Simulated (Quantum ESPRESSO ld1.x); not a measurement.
Problem. The mean radii <r> (bohr) of the occupied orbitals of an atom or ion are listed with their occupations. Method: Dirac Kohn-Sham, LDA (Slater exchange, VWN5 correlation), spin-unpolarised, spherical densities, point nucleus; computed with ld1.x of Quantum ESPRESSO 7.5.

| orbital | occ. | <r> |
|---|---|---|
| 1s1/2 | 2 | 0.01774 |
| 2s1/2 | 2 | 0.07429 |
| 2p1/2 | 2 | 0.06132 |
| 2p3/2 | 4 | 0.06951 |
| 3s1/2 | 2 | 0.1935 |
| 3p1/2 | 2 | 0.1836 |
| 3p3/2 | 4 | 0.1987 |
| 3d3/2 | 4 | 0.1735 |
| 3d5/2 | 6 | 0.1781 |
| 4s1/2 | 2 | 0.4319 |
| 4p1/2 | 2 | 0.4358 |
| 4p3/2 | 4 | 0.4696 |
| 4d3/2 | 4 | 0.4826 |
| 4d5/2 | 6 | 0.4940 |
| 5s1/2 | 2 | 0.9994 |
| 5p1/2 | 2 | 1.084 |
| 4f5/2 | 6 | 0.5509 |
| 4f7/2 | 8 | 0.5589 |
| 5p3/2 | 4 | 1.177 |
| 5d3/2 | 1.6 | 1.516 |
| 5d5/2 | 2.4 | 1.554 |

Name the element and its charge. Open shells, if any, are shared by 2j + 1.

Solution. Z = 76, osmium, charge +4: Os4+ in [Xe] 4f14 5d4. The 1s radius gives Z: for a bare nucleus <r> = (2 gamma + 1)/(2Z) with gamma = sqrt(1 - (Z/c)^2), 0.01753 bohr for Z = 76, and screening makes it slightly larger (0.01774 here). The occupations add up to 72, and the charge is Z minus that.
